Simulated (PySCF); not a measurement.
Atom-mapped SMILES (the numbers label the heavy atoms): `[CH3:1][C:2]([AlH3-:3])=[S:4]` (H(Xn): hydrogen on atom n).

Geometry: PBE0-D3(BJ)/def2-SVP; GIAO absolute shieldings from PySCF 2.14.0 with density-fitted response routines, gas phase, non-relativistic, averaged over equivalent atoms.

At PBE0/pcSseg-1 (112 basis functions, 6.8 s wall time on 1 thread of an Arm Neoverse V1, shared host):
```json
{"atoms": "C2", "σ (ppm)": "-235.5"}
{"atoms": "C1", "σ (ppm)": "124.9"}
{"atoms": "Al3", "σ (ppm)": "467.2"}
{"atoms": "S4", "σ (ppm)": "-709.8"}
{"atoms": "H(Al3)", "σ (ppm)": "27.56"}
{"atoms": "H(C1)", "σ (ppm)": "27.72"}
```

Task: Estimate the result of repeating the calculation with B97-2/pcSseg-2.

Result: 
```json
{"atoms": "C2", "σ at B97-2/pcSseg-2": "-232.9", "change": "+2.6"}
{"atoms": "C1", "σ at B97-2/pcSseg-2": "124.2", "change": "-0.7"}
{"atoms": "Al3", "σ at B97-2/pcSseg-2": "471.2", "change": "+4.0"}
{"atoms": "S4", "σ at B97-2/pcSseg-2": "-618.6", "change": "+91.2"}
{"atoms": "H(Al3)", "σ at B97-2/pcSseg-2": "27.67", "change": "+0.11"}
{"atoms": "H(C1)", "σ at B97-2/pcSseg-2": "27.70", "change": "-0.02"}
```

The largest change is at S4 (thione sulfur). Cost: 242 basis functions, 19 s wall time on 1 thread of an Arm Neoverse V1, shared host.
